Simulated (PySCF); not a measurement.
One of the candidates below gave these computed data.

All candidates are C5H5F3Si.

- UV, strongest line: among the 8 lowest singlet transitions: S4 at 7.21 eV (172 nm, f = 0.302) [TDDFT CAM-B3LYP/def2-SVPD]
- Dipole: 4.45 D [CAM-B3LYP/def2-SVPD]
- 1H NMR: chemical shifts (computed TMS as zero) by class: 6.06 (1 H), 5.52 (1 H), 5.52 (1 H), 3.15 (2 H) ppm [GIAO PBE0/pcSseg-1]
- NMR, other nuclei: isotropic shieldings of nuclei other than C and H, by class: 317 (3 F), 436 (1 Si) ppm [GIAO PBE0/pcSseg-1]
- Rotational structure: rotational constants A, B, C: 3.087, 0.505, 0.492 GHz [GFN2-xTB]
- 13C NMR: chemical shifts (computed TMS as zero) by class: 139.1 (1 C), 126.8 (1 C), 114.5 (1 C), 75.2 (1 C), 28.5 (1 C) ppm [GIAO PBE0/pcSseg-1]

Gas-phase values; electronic properties from PySCF, density fitting. Levels stand in brackets. One conformer (not necessarily the lowest) at the GFN2-xTB geometry, without solvent, vibrations or thermal averaging. Each NMR value is the plain mean over a class of atoms that symmetry, rotation or inversion makes alike.

**Question.** Which candidate is it?
A. `C#CC(=C)[SiH2]C(F)(F)F`
B. `C#C/C(=C\[SiH3])C(F)(F)F`
C. `C#C[SiH2]/C=C\C(F)(F)F`
D. `C#C/C(=C/[SiH3])C(F)(F)F`
E. `C=CCC#C[Si](F)(F)F`

**Answer.** E. It is `C=CCC#C[Si](F)(F)F`. Numbering: `[CH2:1]=[CH:2][CH2:3][C:4]#[C:5][Si:6]([F:7])([F:8])[F:9]`. Its formula, C5H5F3Si, gives 3 degrees of unsaturation: 0 rings and 3 π bonds in the structure found. 5 carbons fall into 5 classes; from least to most shielded: alkene CH carbon [C2] (139.1 ppm), terminal =CH2 carbon [C1] (126.8 ppm), alkyne carbon [C4] (114.5 ppm), alkyne carbon [C5] (75.2 ppm), allylic carbon [C3] (28.5 ppm). Hydrogen classes from least to most shielded: 1 H on an alkene CH carbon, C2 (6.06 ppm), 1 H on a terminal =CH2 carbon, C1 (5.52 ppm), 1 H on a terminal =CH2 carbon, C1 (5.52 ppm), 2 H on an allylic carbon, C3 (3.15 ppm). The other shieldings belong to: 317 ppm, silicon-bound fluorine [F7/F8/F9]; 436 ppm, fluorine-bound silicon [Si6]. The optimised geometry has point group C1 and is an asymmetric top.

The others, at the same levels:
- `C#CC(=C)[SiH2]C(F)(F)F` fails: its computed 13C shifts are 156.4 (1 C), 139.5 (1 C), 124.4 (1 C), 92.5 (1 C), 87.0 (1 C) ppm, 1H shifts are 7.05 (1 H), 6.82 (1 H), 4.58 (2 H), 3.04 (1 H) ppm and smallest rotational constant is 0.672 GHz (against 0.492 GHz).
- `C#C/C(=C/[SiH3])C(F)(F)F` fails: its computed 13C shifts are 148.6 (1 C), 136.8 (1 C), 133.1 (1 C), 93.4 (1 C), 83.7 (1 C) ppm, 1H shifts are 7.25 (1 H), 4.29 (3 H), 2.97 (1 H) ppm and strongest line among the 8 lowest singlet transitions is S2 at 5.38 eV (230 nm, f = 0.358) (against S4 at 7.21 eV).
- `C#C/C(=C\[SiH3])C(F)(F)F` fails: its computed 13C shifts are 145.6 (1 C), 138.2 (1 C), 130.8 (1 C), 99.3 (1 C), 82.0 (1 C) ppm, 1H shifts are 7.36 (1 H), 4.27 (3 H), 3.27 (1 H) ppm and strongest line among the 8 lowest singlet transitions is S2 at 5.42 eV (229 nm, f = 0.248) (against S4 at 7.21 eV).
- `C#C[SiH2]/C=C\C(F)(F)F` fails: its computed 13C shifts are 149.0 (1 C), 146.6 (1 C), 132.4 (1 C), 104.8 (1 C), 86.3 (1 C) ppm, 1H shifts are 7.00 (1 H), 6.83 (1 H), 4.94 (2 H), 1.95 (1 H) ppm and strongest line among the 8 lowest singlet transitions is S5 at 6.92 eV (179 nm, f = 0.286) (against S4 at 7.21 eV).

Each candidate is one conformer, not necessarily the lowest. The conformers computed, where there is a choice (atom-mapped SMILES and torsion angles):
- `[CH2:1]=[CH:2][CH2:3][C:4]#[C:5][Si:6]([F:7])([F:8])[F:9]`: C1–C2–C3–C4 -118°
- `[CH:1]#[C:2][C:3](=[CH2:4])[SiH2:5][C:6]([F:7])([F:8])[F:9]`: C2–C3–Si5–C6 180°, C3–Si5–C6–F7 180°
- `[CH:1]#[C:2]/[C:3](=[CH:4]/[SiH3:5])[C:6]([F:7])([F:8])[F:9]`: C2–C3–C6–F7 180°
- `[CH:1]#[C:2]/[C:3](=[CH:4]\[SiH3:5])[C:6]([F:7])([F:8])[F:9]`: C2–C3–C6–F7 60°
- `[CH:1]#[C:2][SiH2:3]/[CH:4]=[CH:5]\[C:6]([F:7])([F:8])[F:9]`: C2–Si3–C4–C5 163°, C4–C5–C6–F7 166°
